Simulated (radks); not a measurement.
Values are calculated unless marked as measured or tabulated.
Task: Neutral gold, [Xe] 4f14 5d10 6s1. Code: a radial shooting solver on a logarithmic mesh with Libxc functionals. Model: non-relativistic Kohn-Sham, exchange-only LDA, spin-polarised, spherical densities, point nucleus. Every spin shell is full or empty, so the densities are truly spherical. Functionals are evaluated on that one density, not self-consistently. Rank these exchange functionals by their error against the exact value of the orbitals, and give that value: LDA, PBE, PBEsol, revPBE, PW86, OPTX, WC, AM05, B86b, EV93, APBE, TPSS, r2SCAN, MS2.

Result: Exact: -337.881 hartree. From best to worst, with 100 (|E| - |E exact|)/|E exact| (equal figures are ties): B86b +0.05, r2SCAN -0.14, revPBE -0.21, APBE +0.30, PBE -0.30, PW86 -0.34, TPSS -0.38, EV93 -0.47, WC -0.58, MS2 -0.63, PBEsol -1.76, OPTX +1.93, AM05 -3.58, LDA -3.77.
